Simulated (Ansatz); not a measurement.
Cost and result for the atomization energy of CH$_{6}$OSiZn (10 atoms, 8 bonds).

Cartesian coordinates in Å:
```
C 0.387 0.895 0.860
Si -0.825 -0.049 -0.192
O -0.128 -0.671 -1.557
Zn 1.781 -3.018 -0.126
H 1.223 0.258 1.158
H -0.104 1.260 1.767
H 0.790 1.761 0.328
H -1.961 0.847 -0.557
H 0.182 -0.053 -2.220
H -1.347 -1.230 0.539
```

The species carries charge 0 and has multiplicity 1. For Zn the d shell is correlated and the shells below it are frozen. Scalar relativity is left out up to krypton. The bonds changed during the relaxation, so this is another structure than the one it started from. The geometry is a stationary point of PBE0-D4/def2-TZVP. It is one conformer, not always the lowest. Program: Ansatz. All runs use 4 threads of an Arm Neoverse V1 on a shared host. Times are those of one run each, without the atoms' runs, and a repeat can differ threefold. Electronic energies, without spin–orbit coupling; frozen cores. CCSD(T)/CBS adds CCSD(T) − MP2 in def2-TZVPP to the MP2 limit, and its time is that of the two runs behind it. T1 = 0.013. With those shells the extrapolation isn't a true limit. B3LYP takes the VWN-RPA correlation (the form of Gaussian; ORCA's B3LYP/G).

CCSD(T)/CBS is a level of theory with its own doubt, some kJ/mol a heavy atom from the limit and from the frozen cores, so smaller differences don't rank the functionals.

| level | functions | wall time | atomization (kJ/mol) | difference from CCSD(T)/CBS | per bond |
| --- | --- | --- | --- | --- | --- |
| PBE-D4/def2-TZVPP (with forces) | 252 | 2.5 s | 3225.7 | -0.8 | -0.1 |
| PBE0-D4/def2-TZVPP | 252 | 3.4 s | 3189.7 | -36.8 | -4.6 |
| r2SCAN-D4/def2-TZVPP (with forces) | 252 | 4.7 s | 3214.1 | -12.4 | -1.6 |
| B3LYP-D4/def2-TZVPP (with forces) | 252 | 5.5 s | 3216.3 | -10.2 | -1.3 |
| B2PLYP/def2-TZVPP | 252 | 6 s | 3178.7 | -47.8 | -6.0 |
| ωB97X-V/def2-TZVPP | 252 | 9 s | 3222.4 | -4.1 | -0.5 |
| ωB97M-V/def2-TZVPP (with forces) | 252 | 14 s | 3223.2 | -3.3 | -0.4 |
| MP2/def2-QZVPP | 464 | 23 s | 3218.1 | -8.4 | -1.1 |
| CCSD(T)/def2-TZVPP | 252 | 2.7 min | 3144.7 | -81.8 | -10.2 |
| CCSD(T)/CBS(def2) | – | 3.1 min | 3226.5 | 0.0 | 0.0 |

From PBE to PBE0 (25 % exact exchange), in def2-TZVPP and without D4, the atomization energy moves by −33.2 kJ/mol: exact exchange takes away binding that semilocal exchange gives to molecules. The D4 term adds +33.0 kJ/mol with B3LYP and +17.8 kJ/mol with PBE0; it sums over pairs of atoms, weighted by their polarisabilities, and B3LYP, whose exchange is more repulsive, gets the larger term. In def2-TZVPP, CCSD(T) changes the Hartree–Fock value by +742.4 kJ/mol (the triples alone add +34.1 kJ/mol) and MP2 by +767.1 kJ/mol; breaking electron pairs costs correlation energy, which Hartree–Fock lacks.
